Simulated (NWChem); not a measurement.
Species: Si$_{2}$HCl$_{4}$, doublet; SMILES Cl[SiH][Si](Cl)(Cl)Cl

```xyz
7

Cl    -0.1165    -2.9945     0.0181
Si     1.1903    -1.3915    -0.0367
Si     0.0002     0.6130    -0.0047
Cl    -1.2008     0.8341     1.6494
Cl    -1.1767     0.7567    -1.6795
Cl     1.3876     2.1327    -0.0194
H      2.1400    -1.4940     1.1141
```
Atoms are numbered in this order, from 1.

Results from NWChem. Spin-unrestricted. Medium grid unless said otherwise, to which SCAN and Minnesota functionals are sensitive. Coordinates come from a PBE0/def2-SVP, spin-unrestricted optimisation. No stability test was run on the SCF state.

Question: Order these by “dipole (D)”, lowest first: M06-L/def2-SVP; B3LYP/def2-SVP; UHF/def2-SVP; PBE/def2-SVP; MPW1K/def2-SVP.

Answer: PBE/def2-SVP (1.02), B3LYP/def2-SVP (1.15), M06-L/def2-SVP (1.27), MPW1K/def2-SVP (1.40), UHF/def2-SVP (1.57)
